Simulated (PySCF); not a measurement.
Cl2H6Si3, SMILES [SiH3][SiH2][SiH](Cl)Cl.

Geometry: B3LYP-D3(BJ)/def2-SVP. One conformer was computed; it need not be the lowest.

Method: PBE/def2-TZVP in PySCF.

* **total energy**: -1791.80231 hartree
* **highest occupied level**: -6.96 eV
* **lowest empty level**: -1.59 eV
* **orbital gap**: 5.37 eV
* **dipole moment**: 1.45 D
* **quadrupole, principal values (traceless, Buckingham form, about the centre of nuclear charge)**: -2.21, -0.78, 2.99 D·Å
* **mean static polarisability**: 112.0 bohr³ (16.60 Å³)
* **polarisability, principal values**: 104.8, 106.2, 125.1 bohr³
